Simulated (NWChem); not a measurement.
HGa

```xyz
2

Ga     0.0000     0.0000     0.0529
H      0.0000     0.0000    -1.6386
```
Charge 0, spin multiplicity 1.

The numbers come from NWChem runs, not from measurements. Structure: optimised with B3LYP/def2-SVP, a minimum by its harmonic frequencies.

Symmetry labels belong to the abelian group C2v used in the runs, with the axes of the coordinates shown; states degenerate in a higher group split over its labels.

The Hamiltonian is non-relativistic. The structure started from a generated list of species.

Problem. List the lowest 3 singlet excitations that TD-PBE/def2-SVPD gives, with oscillator strengths.

Solution. 
| state | symmetry | energy (eV) | wavelength (nm) | f |
|---|---|---|---|---|
| 1 | b1 | 2.86 | 434 | 0.022 |
| 2 | b2 | 2.86 | 434 | 0.022 |
| 3 | a1 | 5.22 | 238 | 0.186 |
